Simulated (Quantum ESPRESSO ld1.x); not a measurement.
Values are calculated unless marked as measured or tabulated.
Isoelectronic series with 10 electrons, each ion in its NIST ground configuration. Code: ld1.x of Quantum ESPRESSO 7.5. Model: non-relativistic Kohn-Sham, LDA (Slater exchange, VWN5 correlation), spin-polarised, spherical densities, point nucleus. Total energies (hartree) and screening constants sigma, defined by e = -(Z - sigma)^2 / (2 n^2) hartree:

Ne: configuration [Ne]; E (hartree) -128.2335; 2p 8.004; 2s 6.747; 1s 2.215
Mg2+: configuration [Ne]; E (hartree) -198.2915; 2p 7.566; 2s 6.601; 1s 2.333
Al3+: configuration [Ne]; E (hartree) -239.3472; 2p 7.464; 2s 6.549; 1s 2.373
Si4+: configuration [Ne]; E (hartree) -284.4124; 2p 7.391; 2s 6.508; 1s 2.406
P5+: configuration [Ne]; E (hartree) -333.4843; 2p 7.336; 2s 6.475; 1s 2.434
S6+: configuration [Ne]; E (hartree) -386.5610; 2p 7.292; 2s 6.447; 1s 2.457
Cl7+: configuration [Ne]; E (hartree) -443.6412; 2p 7.257; 2s 6.424; 1s 2.477
Ar8+: configuration [Ne]; E (hartree) -504.7242; 2p 7.227; 2s 6.404; 1s 2.494
K9+: configuration [Ne]; E (hartree) -569.8093; 2p 7.203; 2s 6.387; 1s 2.508
Ca10+: configuration [Ne]; E (hartree) -638.8960; 2p 7.181; 2s 6.372; 1s 2.521
